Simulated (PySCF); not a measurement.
[TiF4]- holds Ti(III), d1, at total charge -1. The structure is a PBE0-D3(BJ)/def2-TZVP geometry optimised for multiplicity 2; coordination tetrahedral, point group D2d, metal–donor distances 1.85 Å.

Method (PySCF 2.14, density fitting): CASSCF(1,5) with orbitals averaged over all microstates of the shell, strongly contracted NEVPT2 on the averaged canonical orbitals; basis x2c-TZVPall on the metal, x2c-SVPall elsewhere; spin-free X2C; IEF-PCM dichloromethane; spin-orbit coupling by state interaction with the mean-field operator over all roots.

CASSCF energies above the lowest CASSCF root:

| state | CASSCF / cm⁻¹ |
| --- | --- |
| 2A1 (from 2E) | 0 |
| 2B1 (from 2E) | 3645 |
| 2E (from 2T2) | 7124 |
| 2B2 (from 2T2) | 15594 |

Task: How does dynamic correlation (SC-NEVPT2) move these states?

Result: 
```csv
state,NEVPT2 / cm⁻¹,shift / cm⁻¹
2A1 (from 2E),0,0
2B1 (from 2E),4201,+556
2E (from 2T2),7646,+522
2B2 (from 2T2),16618,+1024
```

In the ligand-field fit 10Dq goes from 8125 to 8536 cm⁻¹. The symmetry is lower than cubic, so 10Dq is the difference of the means of the two sets.

NEVPT2 lifts 2B1 (from 2E) from 3645 to 4201 cm⁻¹; on the d shell alone such lifts tend to overshoot. NEVPT2 on the d shell alone tends to put d–d bands too high for such charged or covalently bound ions.
